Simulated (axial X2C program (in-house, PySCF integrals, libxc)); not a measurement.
## Spin–orbit effects down a group: molecules with Li, CCSD(T)

All values come from calculations with an axial X2C code built on PySCF integrals, spin-free (one-electron X2C) or two-component (2c: spin–orbit coupling with atomic mean-field Coulomb and Gaunt terms, which also bring small scalar terms), in Dyall basis sets with cores contracted in-house; open shells are unrestricted.

Basis sets: Ag dyall-cv3z, Au dyall-cv3z, Cu dyall-cv3z, Li dyall-cv3z. Frozen shells (counts by l): LiCu Cu 3s2p, Li 1s, 12 electrons correlated; LiAg Ag 4s3p1d, Li 1s, 12 electrons correlated; LiAu Au 5s4p2d1f, Li 1s, 12 electrons correlated. Coupled cluster in natural virtuals with an MP2 remainder. Where the outer core of a metal is frozen, bonds come out longer and ionisation energies lower.

```csv
molecule,spin-free state,Re (Å),ωe (cm⁻¹),De (eV),2c state,Re 2c (Å),ωe 2c (cm⁻¹),De 2c (eV)
LiCu,"M_S = 0, Λ = 0",2.281,385.0,1.87,Ω = 0,2.281,384.8,1.87
LiAg,"M_S = 0, Λ = 0",2.392,381.1,1.83,Ω = 0,2.393,381.1,1.83
LiAu,"M_S = 0, Λ = 0",2.290,466.4,2.97,Ω = 0,2.289,466.9,2.99
```

Problem. Work out the shifts from the spin-free to the two-component result.

Solution. 

| molecule | 2c state | ΔRe (Å) | Δωe (cm⁻¹) | ΔDe (eV) |
| --- | --- | --- | --- | --- |
| LiCu | Ω = 0 | 0.000 | -0.2 | 0.00 |
| LiAg | Ω = 0 | 0.001 | noise | 0.00 |
| LiAu | Ω = 0 | -0.001 | noise | 0.02 |

Shifts of one unit in the last digit are rounding. Where the truncated virtual spaces of the two runs make Δωe unreliable it is marked noise.

Each entry is the lowest single determinant of a limited PBE0 search at one distance. De goes to single-determinant-based atoms at the same level (for ions the charge split of lowest energy) and is withheld (n/a) where an atom does not fit its ground term or J level. Main or longest-lived isotopes. One determinant is a doubtful description, or other states lie close, for LiCu, LiAg, LiAu; these need not be ground states, and all values refer to the states named.
